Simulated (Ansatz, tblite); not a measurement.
Cost and result up the ladder for `c1cc2sc(-c3cc4sc(-c5cc6sc(-c7cc8sc(-c9cc%10sccc%10s9)cc8s7)cc6s5)cc4s3)cc2s1` (52 atoms). Charge 0, multiplicity 1. Geometry: r2SCAN-D4/def2-SVP.

Ansatz on 2 threads of AMD EPYC 7R13 on a shared host and a share (18 GiB) of an NVIDIA H100 80GB HBM3; xTB runs through tblite on one thread. Times are rough, summed over both states, and most runs start from the orbitals of an earlier one. r2SCAN0-D4/def2-SVP serves as the yardstick here, not as an exact answer. The other state is a doublet.

The xTB rows come from tblite. Single mean-field runs in def2-SVP are fitted with def2-universal-jkfit.

Raw xTB energies of ions are shifted by several eV.

```csv
level,functions,vertical IE (eV),difference from r2SCAN0-D4/def2-SVP (eV)
GFN2-xTB,222,10.99,4.88
PBE0-D4/def2-SVP (with forces),660,6.06,-0.05
r2SCAN0-D4/def2-SVP,660,6.11,0.00
GFN1-xTB,234,11.41,5.30
PBE-D4/def2-SVP (with forces),660,5.69,-0.42
```

Problem. Estimate how long each takes.

Solution. GFN2-xTB 0.71 s; GFN1-xTB 0.71 s; PBE-D4/def2-SVP (with forces) 27 s; PBE0-D4/def2-SVP (with forces) 41 s; r2SCAN0-D4/def2-SVP 49 s. On shared hardware such times vary by a factor of up to 3.
